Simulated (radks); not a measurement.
The numbers below are computed, except where a source is named.
Problem. Ru32+, 12 electrons, occupied as [Ne] 3s2. Level of theory: Dirac Kohn-Sham, PBEsol, spin-unpolarised, spherical densities, point nucleus (a radial shooting solver on a logarithmic mesh with Libxc functionals). Some entries of the table are withheld. Estimate them.

| orbital | occ. | eigenvalue (hartree) | <1/r> (bohr^-1) |
|---|---|---|---|
| 1s1/2 | 2 | -870.9362 | 45.88 |
| 2s1/2 | 2 | (1) | 10.68 |
| 2p1/2 | 2 | -169.8853 | 10.63 |
| 2p3/2 | 4 | -164.8993 | 10.08 |
| 3s1/2 | 2 | -70.53420 | 4.315 |
| 3p1/2 | 0 | (2) | 4.258 |
| 3p3/2 | 0 | (3) | 4.118 |
| 4s1/2 | 0 | (4) | 2.315 |

Solution. 
(1) 2s1/2 eigenvalue (hartree): -177.8151
(2) 3p1/2 eigenvalue (hartree): -67.81154
(3) 3p3/2 eigenvalue (hartree): -66.57186
(4) 4s1/2 eigenvalue (hartree): -37.46577
